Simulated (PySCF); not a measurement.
PySCF input (M06-2X/def2-TZVPD):

```python
from pyscf import gto, scf, dft

mol = gto.M(
    atom='''
    C    -1.52999959    0.22163248    0.02102270
    C    -0.67327963   -0.97806655    0.27994281
    C     0.54688804   -0.01274770    0.36309401
    C    -0.36909082    1.15819031   -0.10322201
    N     1.63428166   -0.33107081   -0.54838567
    H    -2.59357930    0.34687099   -0.12509569
    H    -0.58865251   -1.66898868   -0.56864647
    H    -0.88918391   -1.56953415    1.17578593
    H     0.86478547    0.12858318    1.40342940
    H    -0.37314859    2.05447819    0.52577327
    H    -0.14195043    1.46811021   -1.13132502
    H     2.10412626   -1.18300848   -0.26053526
    H     2.33052341    0.40693318   -0.54571149
    ''',
    basis='def2-tzvpd',
    charge=0,
    spin=1,
    verbose=4,
)

mf = dft.UKS(mol, xc='m062x').density_fit(auxbasis='def2-universal-jkfit')
mf.grids.level = 4
mf.conv_tol = 1e-9
mf.max_cycle = 100
mf.max_memory = 1500
mf.kernel()
if not mf.converged:
    mf = mf.newton()
    mf.kernel(mf.make_rdm1())
for _ in range(2):
    mo, _, stable, _ = mf.stability(return_status=True)
    if stable:
        break
    mf.kernel(mf.make_rdm1(mo, mf.mo_occ))
mf.analyze()
```

Output:

```
PySCF version 2.14.0

[INPUT] verbose = 4
[INPUT] num. atoms = 13
[INPUT] num. electrons = 39
[INPUT] charge = 0
[INPUT] spin (= nelec alpha-beta = 2S) = 1
[INPUT] symmetry False subgroup None
[INPUT] Mole.unit = angstrom
[INPUT] Symbol           X                Y                Z      unit          X                Y                Z       unit  Magmom
[INPUT]  1 C     -1.529999590000   0.221632480000   0.021022700000 AA   -2.891280195797   0.418824687508   0.039727145399 Bohr   0.0
[INPUT]  2 C     -0.673279630000  -0.978066550000   0.279942810000 AA   -1.272314105948  -1.848277911098   0.529015241441 Bohr   0.0
[INPUT]  3 C      0.546888040000  -0.012747700000   0.363094010000 AA    1.033468616400  -0.024089661718   0.686148236370 Bohr   0.0
[INPUT]  4 C     -0.369090820000   1.158190310000  -0.103222010000 AA   -0.697480564891   2.188662486025  -0.195061328927 Bohr   0.0
[INPUT]  5 N      1.634281660000  -0.331070810000  -0.548385670000 AA    3.088344747800  -0.625633158738  -1.036298726936 Bohr   0.0
[INPUT]  6 H     -2.593579300000   0.346870990000  -0.125095690000 AA   -4.901154559341   0.655491171657  -0.236396593463 Bohr   0.0
[INPUT]  7 H     -0.588652510000  -1.668988680000  -0.568646470000 AA   -1.112392026438  -3.153931510199  -1.074586090001 Bohr   0.0
[INPUT]  8 H     -0.889183910000  -1.569534150000   1.175785930000 AA   -1.680314064270  -2.965989686652   2.221913388817 Bohr   0.0
[INPUT]  9 H      0.864785470000   0.128583180000   1.403429400000 AA    1.634207694803   0.242986994426   2.652097201163 Bohr   0.0
[INPUT] 10 H     -0.373148590000   2.054478190000   0.525773270000 AA   -0.705148638868   3.882401107992   0.993567483917 Bohr   0.0
[INPUT] 11 H     -0.141950430000   1.468110210000  -1.131325020000 AA   -0.268247435964   2.774326217578  -2.137894445668 Bohr   0.0
[INPUT] 12 H      2.104126260000  -1.183008480000  -0.260535260000 AA    3.976222362905  -2.235562030238  -0.492340287192 Bohr   0.0
[INPUT] 13 H      2.330523410000   0.406933180000  -0.545711490000 AA    4.404050971787   0.768992261198  -1.031245259128 Bohr   0.0

nuclear repulsion = 176.9233303006
number of shells = 105
number of NR pGTOs = 348
number of NR cGTOs = 257
basis = def2-tzvpd
ecp = {}

******** <class 'pyscf.df.df_jk.DFUKS'> ********
method = DFUKS
initial guess = minao
damping factor = 0
level_shift factor = 0
DIIS = <class 'pyscf.scf.diis.CDIIS'>
diis_start_cycle = 1
diis_space = 8
diis_damp = 0
SCF conv_tol = 1e-09
SCF conv_tol_grad = None
SCF max_cycles = 100
direct_scf = False
number electrons alpha = 20  beta = 19
XC library pyscf.dft.libxc version 7.1.2
    S. Lehtola, C. Steigemann, M. J. T. Oliveira, and M. A. L. Marques,  SoftwareX 7, 1–5 (2018)
XC functionals = m062x
    Y. Zhao and D. G. Truhlar,  Theor. Chem. Acc. 120, 215 (2008)
    Y. Zhao and D. G. Truhlar,  Theor. Chem. Acc. 120, 215 (2008)
radial grids:
    Treutler-Ahlrichs [JCP 102, 346 (1995); DOI:10.1063/1.469408] (M4) radial grids

becke partition: Becke, JCP 88, 2547 (1988); DOI:10.1063/1.454033
pruning grids: <function nwchem_prune>
grids dens level: 4
symmetrized grids: False
atomic radii adjust function: <function treutler_atomic_radii_adjust>
small_rho_cutoff = 0
Set gradient conv threshold to 3.16228e-05
[...]
  beta  nocc = 19  HOMO = -0.305599274555014  LUMO = -0.00358633136194955
  HOMO = -0.237887336575  LUMO = -0.00358633136195  gap/eV = 6.37566
Extra cycle  E= -211.869486839655  delta_E= -3.24e-11  |g|= 4.81e-06  |ddm|= 3.92e-05
converged SCF energy = -211.869486839655  <S^2> = 0.7558811  2S+1 = 2.0058725
uhf_internal: lowest eigs of H = [0.35824002 0.37094448 0.38102821]
<class 'pyscf.df.df_jk.DFUKS'> wavefunction is stable in the internal stability analysis
**** SCF Summaries ****
Total Energy =                        -211.869486839654741
Nuclear Repulsion Energy =             176.923330300600043
One-electron Energy =                 -635.016666150772380
Two-electron Energy =                  246.223849010517597
Two-electron Coulomb Energy =          277.747659423501545
DFT Exchange-Correlation Energy =      -31.523810412983945
HOMO-LUMO gap [eV] =                     6.375655097713576
**** MO energy ****
                             alpha | beta                alpha | beta
MO #1   energy= -14.7282319307241  | -14.7282271012815  occ= 1 | 1
MO #2   energy= -10.5660322201053  | -10.5659327797984  occ= 1 | 1
MO #3   energy= -10.5387765791185  | -10.5318508456493  occ= 1 | 1
MO #4   energy= -10.529847841551   | -10.5305743776973  occ= 1 | 1
MO #5   energy= -10.529828448163   | -10.5304910827016  occ= 1 | 1
MO #6   energy= -1.00195146919496  | -0.999627811289066 occ= 1 | 1
MO #7   energy= -0.920967474589808 | -0.908773502691552 occ= 1 | 1
MO #8   energy= -0.756322547346947 | -0.752441489453268 occ= 1 | 1
MO #9   energy= -0.712246549876092 | -0.694310598254539 occ= 1 | 1
MO #10  energy= -0.610469688804749 | -0.594870824553297 occ= 1 | 1
MO #11  energy= -0.56557611173617  | -0.55830338266728  occ= 1 | 1
MO #12  energy= -0.553750486191881 | -0.552743211456166 occ= 1 | 1
MO #13  energy= -0.553238230297375 | -0.544742341447866 occ= 1 | 1
MO #14  energy= -0.452939309550096 | -0.443161977550847 occ= 1 | 1
MO #15  energy= -0.4496406350676   | -0.4340437874485   occ= 1 | 1
MO #16  energy= -0.420743254201589 | -0.411719655719801 occ= 1 | 1
MO #17  energy= -0.392447905819862 | -0.389235703104561 occ= 1 | 1
MO #18  energy= -0.369713874103393 | -0.366136206089481 occ= 1 | 1
MO #19  energy= -0.306080627502915 | -0.305599274555014 occ= 1 | 1
MO #20  energy= -0.237887336574531 | -0.00358633136194955 occ= 1 | 0
MO #21  energy= 0.0194440815781984 | 0.0177078056665782 occ= 0 | 0
MO #22  energy= 0.0341810722011593 | 0.0296772524751358 occ= 0 | 0
MO #23  energy= 0.0421038256093915 | 0.0405530364437368 occ= 0 | 0
MO #24  energy= 0.0531767803350681 | 0.0488620800494439 occ= 0 | 0
MO #25  energy= 0.0692550050697559 | 0.0678411165060037 occ= 0 | 0
MO #26  energy= 0.0885252220517899 | 0.0871091940442923 occ= 0 | 0
MO #27  energy= 0.106516588276203  | 0.0983543299949085 occ= 0 | 0
MO #28  energy= 0.106671595436095  | 0.102078642745944  occ= 0 | 0
MO #29  energy= 0.114076241227004  | 0.107472313938883  occ= 0 | 0
MO #30  energy= 0.133665196375528  | 0.132909847168593  occ= 0 | 0
MO #31  energy= 0.145050358750555  | 0.141189200749162  occ= 0 | 0
MO #32  energy= 0.159112189672768  | 0.155218601026927  occ= 0 | 0
MO #33  energy= 0.160622522528008  | 0.156763446213941  occ= 0 | 0
MO #34  energy= 0.173538307769104  | 0.168428963353215  occ= 0 | 0
MO #35  energy= 0.176175921343241  | 0.171954840753117  occ= 0 | 0
MO #36  energy= 0.189055395908071  | 0.185185197273884  occ= 0 | 0
MO #37  energy= 0.200599645769382  | 0.198303461914689  occ= 0 | 0
MO #38  energy= 0.203535243829678  | 0.204537268493681  occ= 0 | 0
MO #39  energy= 0.212369651521094  | 0.212519285921427  occ= 0 | 0
MO #40  energy= 0.218769586425161  | 0.214272910788343  occ= 0 | 0
MO #41  energy= 0.239119442594311  | 0.233657859850771  occ= 0 | 0
MO #42  energy= 0.245902967040372  | 0.243693923802169  occ= 0 | 0
MO #43  energy= 0.250760221762666  | 0.246837222383944  occ= 0 | 0
MO #44  energy= 0.258384586016082  | 0.247790133952537  occ= 0 | 0
MO #45  energy= 0.262618654909454  | 0.260758839016799  occ= 0 | 0
MO #46  energy= 0.268259011848258  | 0.265604329803872  occ= 0 | 0
MO #47  energy= 0.276702498996588  | 0.268396829011633  occ= 0 | 0
MO #48  energy= 0.279616660760862  | 0.27009144910699   occ= 0 | 0
MO #49  energy= 0.289492095181022  | 0.288232751062105  occ= 0 | 0
MO #50  energy= 0.294384735713548  | 0.29091526702265   occ= 0 | 0
MO #51  energy= 0.301656632567258  | 0.299034751409475  occ= 0 | 0
MO #52  energy= 0.301813926910141  | 0.301431418253127  occ= 0 | 0
MO #53  energy= 0.306854952769096  | 0.307077995240408  occ= 0 | 0
MO #54  energy= 0.307030114228265  | 0.308969505959498  occ= 0 | 0
MO #55  energy= 0.319227682314007  | 0.317553731706829  occ= 0 | 0
MO #56  energy= 0.321517390099249  | 0.322926540605743  occ= 0 | 0
MO #57  energy= 0.325228096908867  | 0.324055628893414  occ= 0 | 0
MO #58  energy= 0.341373767432384  | 0.336269466867142  occ= 0 | 0
MO #59  energy= 0.350223548248775  | 0.355977806807848  occ= 0 | 0
MO #60  energy= 0.374882596355006  | 0.361202682938904  occ= 0 | 0
MO #61  energy= 0.378431347534198  | 0.366349150629787  occ= 0 | 0
MO #62  energy= 0.392715459286255  | 0.38728403323053   occ= 0 | 0
MO #63  energy= 0.396720903359169  | 0.390959824465349  occ= 0 | 0
MO #64  energy= 0.402904766496154  | 0.398584950090238  occ= 0 | 0
MO #65  energy= 0.404394385115743  | 0.398634230295791  occ= 0 | 0
MO #66  energy= 0.416040044785429  | 0.405905936064057  occ= 0 | 0
MO #67  energy= 0.422225539063201  | 0.412121944176945  occ= 0 | 0
MO #68  energy= 0.424943550480561  | 0.419338652626689  occ= 0 | 0
MO #69  energy= 0.427882532967042  | 0.420406340403464  occ= 0 | 0
MO #70  energy= 0.436754454652547  | 0.432112945271738  occ= 0 | 0
MO #71  energy= 0.443203543226491  | 0.433821730944706  occ= 0 | 0
MO #72  energy= 0.448036014559436  | 0.440231114820397  occ= 0 | 0
MO #73  energy= 0.448563692769583  | 0.444068378201264  occ= 0 | 0
MO #74  energy= 0.462688856180961  | 0.458190817807173  occ= 0 | 0
MO #75  energy= 0.470788703768956  | 0.459446919125034  occ= 0 | 0
MO #76  energy= 0.476475814367351  | 0.470919681778295  occ= 0 | 0
MO #77  energy= 0.496493049686152  | 0.4849234678042    occ= 0 | 0
MO #78  energy= 0.506021047200847  | 0.499865039188665  occ= 0 | 0
MO #79  energy= 0.510246101220461  | 0.505578689034758  occ= 0 | 0
MO #80  energy= 0.512648140621421  | 0.505861529302027  occ= 0 | 0
MO #81  energy= 0.517635569576777  | 0.51612967283193   occ= 0 | 0
MO #82  energy= 0.534382267976488  | 0.529829749501525  occ= 0 | 0
MO #83  energy= 0.538018830932028  | 0.533308188284977  occ= 0 | 0
MO #84  energy= 0.560297305067261  | 0.556568471311459  occ= 0 | 0
MO #85  energy= 0.572735646313569  | 0.566920956432111  occ= 0 | 0
MO #86  energy= 0.583778448743992  | 0.578544731258984  occ= 0 | 0
MO #87  energy= 0.626717613576209  | 0.615403643293969  occ= 0 | 0
MO #88  energy= 0.630019527798941  | 0.62031209115506   occ= 0 | 0
MO #89  energy= 0.635488929479292  | 0.623935826285019  occ= 0 | 0
MO #90  energy= 0.640889948784578  | 0.633619907226764  occ= 0 | 0
MO #91  energy= 0.655673902319875  | 0.647077192911801  occ= 0 | 0
MO #92  energy= 0.667192043586844  | 0.662409449712168  occ= 0 | 0
MO #93  energy= 0.674665963025767  | 0.665892084401585  occ= 0 | 0
MO #94  energy= 0.682167668005108  | 0.682878900914468  occ= 0 | 0
MO #95  energy= 0.690648060434218  | 0.688668928700293  occ= 0 | 0
MO #96  energy= 0.701468610279417  | 0.697483115074763  occ= 0 | 0
MO #97  energy= 0.712321550436437  | 0.712882099805803  occ= 0 | 0
MO #98  energy= 0.721256142658831  | 0.720435703333414  occ= 0 | 0
MO #99  energy= 0.729264965910706  | 0.724029554286695  occ= 0 | 0
MO #100 energy= 0.743840296204679  | 0.740289874879527  occ= 0 | 0
MO #101 energy= 0.745101080277133  | 0.740725972775327  occ= 0 | 0
MO #102 energy= 0.758087598744255  | 0.750748099929541  occ= 0 | 0
MO #103 energy= 0.76281003085085   | 0.757330131865164  occ= 0 | 0
MO #104 energy= 0.793188286052234  | 0.796751005107044  occ= 0 | 0
[...]
```

It need not be the lowest isomer of its formula.
